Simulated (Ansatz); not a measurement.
Worked example: C2H2FI + IBr → C2HFI2 + HBr

Species: C2H2FI `C=C(F)I`, singlet; IBr, singlet; C2HFI2 `F/C(I)=C\I`, singlet; HBr (hydrogen bromide), singlet. The partners trade H for I: C–H and Br–I bonds give way to C–I and Br–H.

Shapes, held fixed at every level: PBE0-D4/def2-TZVP. Programs: Ansatz 0.2.0. The zero-point and thermal change to 298 K, harmonic and unscaled (PBE0-D4/def2-TZVP), is -8.7 kJ/mol.

At CCSD(T)/def2-TZVPP; 1 Eh = 2625.50 kJ/mol:

```
species   energy (Eh)
 C2H2FI   -474.112677
    IBr  -2869.846064
 C2HFI2   -770.650821
    HBr  -2573.308574
```

**Question.** Work out ΔH(298 K) of the reaction at this level.

**Answer.** 
1. Products less reactants: (-770.650821) + (-2573.308574) − [(-474.112677) + (-2869.846064)] = -0.000654 Eh = -1.7 kJ/mol.
2. With the thermal change: -1.7 + (-8.7) = -10.4 kJ/mol.

Other levels give -17.8 (MP2/def2-SVP) to +10.3 kJ/mol (BHLYP-D4/def2-TZVPP). No measured value is set beside it here. For atoms past krypton def2 sets carry core potentials with scalar relativity. Relativity is left out for Br unless named. Correlated rows may include outer-core shells of Br, I, which these sets cover unevenly.
